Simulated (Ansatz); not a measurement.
Geometry optimisation, RKS PBE/def2-SVP in Ansatz 0.2.0.

Input file:

```yaml
crystal:
  periodic: [false, false, false]
  atoms:
    - { symbol: B, position_ang: [-0.8865, 1.2814, -0.2014] }
    - { symbol: C, position_ang: [-0.4393, -0.1327, 0.193] }
    - { symbol: B, position_ang: [0.2633, -0.1055, 1.5941] }
    - { symbol: Si, position_ang: [0.8212, -0.7684, -1.1055] }
    - { symbol: H, position_ang: [-1.2739, 1.5069, -1.3471] }
    - { symbol: H, position_ang: [-1.4963, 1.9938, 0.5968] }
    - { symbol: H, position_ang: [-1.2862, -0.8041, 0.2566] }
    - { symbol: H, position_ang: [0.35525, 0.9099, 2.22146] }
    - { symbol: H, position_ang: [0.67913, -1.1068, 2.17556] }
    - { symbol: H, position_ang: [1.9196, 0.1084, -1.1714] }
    - { symbol: H, position_ang: [0.0578, -0.8304, -2.3841] }
    - { symbol: H, position_ang: [1.2058, -2.1248, -0.7148] }
basis:
  gaussian: { orbitals: def2-SVP }
hamiltonian:
  xc: pbe
relax:
  f_tol: 0.015
  max_steps: 40
```

Command:

```bash
$ ansatz run input.yaml --threads 2 --pin off --max-ram 3072MiB --backend cpu --events-out ev --progress --plain --runs-dir out
```

Where does it end, and by what steps?

The run converged. The force dipped under the threshold on the way, but the program's further checks kept it going. After 34 steps the energy has fallen by 1.092 eV; H6 moved furthest, 1.35 Å. Joined: B3–Si4.

```json
{"step": "0", "energy less start (eV)": "0.0000", "largest force component (eV/Å)": "3.056", "accepted": "yes"}
{"step": "2", "energy less start (eV)": "-0.6322", "largest force component (eV/Å)": "0.628", "accepted": "yes"}
{"step": "4", "energy less start (eV)": "-0.7723", "largest force component (eV/Å)": "0.271", "accepted": "yes"}
{"step": "6", "energy less start (eV)": "-0.9038", "largest force component (eV/Å)": "0.317", "accepted": "yes"}
{"step": "8", "energy less start (eV)": "-1.0085", "largest force component (eV/Å)": "0.367", "accepted": "yes"}
{"step": "10", "energy less start (eV)": "-1.0258", "largest force component (eV/Å)": "0.593", "accepted": "no"}
{"step": "12", "energy less start (eV)": "-1.0751", "largest force component (eV/Å)": "0.055", "accepted": "yes"}
{"step": "14", "energy less start (eV)": "-1.0766", "largest force component (eV/Å)": "0.063", "accepted": "yes"}
{"step": "16", "energy less start (eV)": "-1.0777", "largest force component (eV/Å)": "0.023", "accepted": "yes"}
{"step": "18", "energy less start (eV)": "-1.0779", "largest force component (eV/Å)": "0.027", "accepted": "yes"}
{"step": "20", "energy less start (eV)": "-1.0761", "largest force component (eV/Å)": "0.197", "accepted": "no"}
{"step": "22", "energy less start (eV)": "-1.0782", "largest force component (eV/Å)": "0.012", "accepted": "yes"}
{"step": "24", "energy less start (eV)": "-1.0775", "largest force component (eV/Å)": "0.228", "accepted": "no"}
{"step": "26", "energy less start (eV)": "-1.0819", "largest force component (eV/Å)": "0.107", "accepted": "yes"}
{"step": "28", "energy less start (eV)": "-1.0845", "largest force component (eV/Å)": "0.162", "accepted": "yes"}
{"step": "30", "energy less start (eV)": "-1.0898", "largest force component (eV/Å)": "0.087", "accepted": "yes"}
{"step": "32", "energy less start (eV)": "-1.0919", "largest force component (eV/Å)": "0.059", "accepted": "yes"}
{"step": "34", "energy less start (eV)": "-1.0922", "largest force component (eV/Å)": "0.009", "accepted": "yes"}
```

```xyz
12
Properties=species:S:1:pos:R:3
B -1.117 1.297 -0.153
C -0.727 -0.172 0.089
B 0.116 -0.381 1.379
Si 0.883 -0.566 -0.907
H -2.260 1.588 -0.460
H -0.300 2.188 -0.006
H -1.483 -0.953 -0.125
H 0.956 0.443 1.698
H -0.041 -1.371 2.069
H 1.624 0.668 -1.316
H 0.472 -1.387 -2.095
H 1.796 -1.427 -0.060
```

Whether the end is a true minimum wasn't checked by a vibrational analysis.

The run took 64 s on 2 threads of Arm Neoverse V1, on a shared host, peak memory 0.13 GiB.
